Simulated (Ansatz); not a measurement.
`C[BH][Al]([OH])[F]` + `F/C=C/Cl` → `CB/C=C/Cl` + `[OH][Al]([F])[F]`  (formal exchange of groups at a B–Al bond)

Gas-phase electronic energies from Ansatz, PBE0-D4/def2-TZVP geometries. CBS: MP2 limit from def2 TZ/QZ plus the TZ coupled-cluster correction, frozen cores. Double bonds are as drawn, so ΔE can hold a change between cis and trans. Functionals use def2-TZVPP. Each species was taken in one conformer, which may not be the lowest.

`C[BH][Al]([OH])[F]`:

Z-matrix (Å, degrees):
```
C
B 1 1.548
H 1 1.108 2 101.4
H 1 1.091 2 116.9 3 114.4
H 1 1.093 2 115.2 3 -113.0
Al 2 2.136 1 121.9 3 -92.8
H 2 1.201 1 118.1 3 83.1
F 6 1.657 2 123.4 1 178.2
O 6 1.694 2 119.3 1 -2.0
H 9 0.956 6 124.1 2 179.8
```

`F/C=C/Cl`:

Z-matrix (Å, degrees):
```
C
C 1 1.320
F 1 1.333 2 120.7
H 1 1.083 2 125.5 3 -179.9
Cl 2 1.713 1 121.4 3 180.0
H 2 1.081 1 122.6 3 -0.0
```

`CB/C=C/Cl`:

Cartesian coordinates in Å:
```
C 1.273 0.789 -0.516
B 0.126 0.804 0.542
C -0.978 -0.266 0.676
C -1.025 -1.316 -0.144
Cl -2.213 -2.551 -0.069
H 1.244 1.723 -1.091
H 2.239 0.816 0.004
H 1.291 -0.044 -1.221
H 0.099 1.722 1.316
H -1.745 -0.191 1.442
H -0.310 -1.487 -0.939
```

`[OH][Al]([F])[F]`:

Z-matrix (Å, degrees):
```
Al
O 1 1.674
F 1 1.638 2 122.4
F 1 1.633 2 119.1 3 180.0
H 2 0.955 1 123.7 3 -0.0
```

CCSD(T)/CBS gives -330.6 kJ/mol.

Another level gave -317.0 kJ/mol. Which?
A. ωB97M-V/def2-TZVPP
B. SCS-MP2/def2-TZVPP
C. PBE0-D4/def2-TZVPP
D. PBE-D4/def2-TZVPP

A. ωB97M-V -317.0, PBE-D4 -301.2, SCS-MP2/def2-TZVPP -337.9, PBE0-D4 -309.3 kJ/mol.

Largest T1 diagnostic among the species: 0.013.

From PBE to PBE0 (25 % exact exchange), in def2-TZVPP and without D4, ΔE moves by −8.5 kJ/mol. The D4 term adds −3.7 kJ/mol with B3LYP and −1.9 kJ/mol with PBE0; it sums over pairs of atoms, weighted by their polarisabilities, and B3LYP, whose exchange is more repulsive, gets the larger term.

B3LYP here is the variant with VWN-RPA as its local correlation; programs differ in this.
